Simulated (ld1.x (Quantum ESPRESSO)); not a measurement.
# What one change does to a pseudopotential (Si, RRKJ)

| Item | Value |
| --- | --- |
| Element | silicon (Si) |
| Generator | ld1.x (Quantum ESPRESSO) 7.5 |
| Type | norm-conserving RRKJ (Kleinman–Bylander form) |
| Functional | LDA (PZ) |
| Relativity | non-relativistic |
| Frozen core | [Ne] |
| Valence charge | 4 |
| Reference configuration | 3s1 3p0 (charge +3) |
| Partial waves | 3p (bound, empty): rc 1.50 bohr; 3d channel at 0.05 Ry: rc 1.80 bohr; 3s (bound): rc 1.70 bohr |
| Local potential | the s channel |
| Core correction | none |

All-electron outer shells of the reference configuration (LDA (PZ), non-relativistic, ld1.x):

| shell | level (eV) | outermost node (bohr) | outermost maximum (bohr) |
| --- | --- | --- | --- |
| 3s | -39.61 | 0.71 | 1.63 |
| 3p | -31.03 | 0.70 | 1.80 |

Change: wave 3s (bound): rc 1.70 bohr becomes 3s (bound): rc 1.28 bohr.

Cutoffs: the cutoffs (Ry, on a coarse ladder) from which the occupation-weighted sum of valence levels, in a spherical-Bessel basis at the reference potential, stays within 10 and 1 mRy of its value at 400 Ry; they do not see the model core or the augmentation charge, which bear on the density cutoff. Errors are all-electron minus pseudo energies relative to the spin-unpolarised reference configuration.

Task: Predict the effect on cutoff, ghosts and configuration errors.

Result: The potential gets harder (15 Ry and 40 Ry → 40 Ry and 90 Ry); of the 9 tests that both files solve, the error grows in 1 and shrinks in 0 by more than 15 % and 0.3 meV (median size 249.0 → 258.7 meV); the range in which the s phases agree narrows (upper end 1.9 → 0.4); neither file shows a bound ghost. A smaller radius makes the pseudo-wave follow the all-electron one further in, where it bends more sharply, so more plane waves are needed.

| quantity | base | changed |
| --- | --- | --- |
| cutoff, loose | 15 Ry | 40 Ry |
| cutoff, tight | 40 Ry | 90 Ry |
| bound ghosts | none | none |
| error for 3s2 3p2, meV [ΔE -58.04 eV] | +323 | +345 |
| error for 3s2 3p1, meV [ΔE -50.20 eV] | +249 | +259 |
| error for 3s2 3p0, meV [ΔE -34.07 eV] | +123 | +122 |
| error for 3s0 3p4, meV [ΔE -44.38 eV] | +194 | +236 |
| error for 3s2 3p1.5, meV [ΔE -55.07 eV] | +294 | +310 |
| error for 3s1 3p2, meV [ΔE -42.85 eV] | +183 | +202 |
| error for 3s1 3p3, meV [ΔE -51.29 eV] | +253 | +281 |
| error for 3s1 3p0 (spin-polarised), meV [ΔE -0.53 eV] | +187 | +185 |
| error for 3s2 3p2 (spin-polarised), meV [ΔE -58.65 eV] | +373 | +396 |
| s: phases at 1.95 bohr within 0.05 rad from the reference energy up to (Ry; the scan ends near 5) | 1.9 | 0.4 |
| p: phases at 1.95 bohr within 0.05 rad from the reference energy up to (Ry; the scan ends near 5) | 1.9 | 1.2 |
| d: phases at 1.95 bohr within 0.05 rad from the reference energy up to (Ry; the scan ends near 5) | 3.8 | 4.0 |
